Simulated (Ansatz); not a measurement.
An input meant for the cluster In2Sn⁺ (charge 1, doublet; scaled by 1.12).

```yaml
crystal:
  periodic: [false, false, false]
  atoms:
    - {symbol: In, position_ang: [-1.236905, 1.029025, 2.167916]}
    - {symbol: D, position_ang: [1.730575, 0.299955, -2.050304]}
    - {symbol: Sn, position_ang: [-0.493670, -1.328980, -0.117612]}
basis:
  gaussian: {orbitals: def2-SVPD}
total_charge: 1
magnetization: {spin_polarized: true, initial_magnetization: 1}
hamiltonian: {xc: {name: SPW92}}
```

```sh
$ ansatz run in.yaml --threads 4 --pin off --events-out ev --progress --plain --max-ram 3916MiB
```

Output, abridged:

```
Error: YAML parse error: error: line 5 column 16: `D` is not an element symbol (H … Og, case-exact)
 --> <input>:5:16
3 |   atoms:
4 |     - {symbol: In, position_ang: [-1.236905, 1.029025, 2.167916]}
5 |     - {symbol: D, position_ang: [1.730575, 0.299955, -2.050304]}
6 |     - {symbol: Sn, position_ang: [-0.493670, -1.328980, -0.117612]}
7 | basis:
```

In this input an element symbol is wrong. The input was rejected before any iteration.
